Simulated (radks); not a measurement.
The numbers below are computed, except where a source is named.
All-electron atom: Hg in [Hg].

Code: a radial shooting solver on a logarithmic mesh with Libxc functionals. Model: scalar-relativistic Kohn-Sham, PBE, spin-unpolarised, spherical densities, finite nucleus; Fermi nuclear charge, rms radius 5.4648 fm.

Energy parts (eV):
part                       energy
total                  -533832.28
kinetic                 598887.91
electron-nucleus      -1329590.79
Hartree                 206945.65
exchange-correlation    -10075.05

Orbitals (lengths in bohr, moments of r in powers of bohr; r(max) is where P^2 peaks):
| orbital | occ. | eigenvalue (eV) | <r^2> | r(max) |
|---|---|---|---|---|
| 1s | 2 | -83135.72 | 0.0003809 | 0.01023 |
| 2s | 2 | -14735.49 | 0.005797 | 0.05915 |
| 2p | 6 | -12711.32 | 0.004898 | 0.04906 |
| 3s | 2 | -3496.846 | 0.03734 | 0.1668 |
| 3p | 6 | -2911.676 | 0.03848 | 0.1664 |
| 3d | 10 | -2294.788 | 0.03187 | 0.1355 |
| 4s | 2 | -768.8049 | 0.1799 | 0.3757 |
| 4p | 6 | -576.8670 | 0.2057 | 0.3958 |
| 4d | 10 | -348.7648 | 0.2327 | 0.4028 |
| 5s | 2 | -118.0942 | 0.9120 | 0.8276 |
| 4f | 14 | -95.9019 | 0.2810 | 0.3665 |
| 5p | 6 | -66.5241 | 1.222 | 0.9281 |
| 5d | 10 | -9.8658 | 2.687 | 1.163 |
| 6s | 2 | -6.8111 | 8.392 | 2.205 |

The highest occupied level is 6s at -6.811 eV. The density falls to 0.001 e/bohr^3 at r = 4.31 bohr. For comparison, the ionisation energy in NIST's Atomic Spectra Database is 10.438 eV (measured). In exact Kohn-Sham theory the highest level is minus the ionisation energy, but local and semilocal functionals leave it too shallow, through self-interaction and a potential that decays too fast; potentials with the right tail come closer.
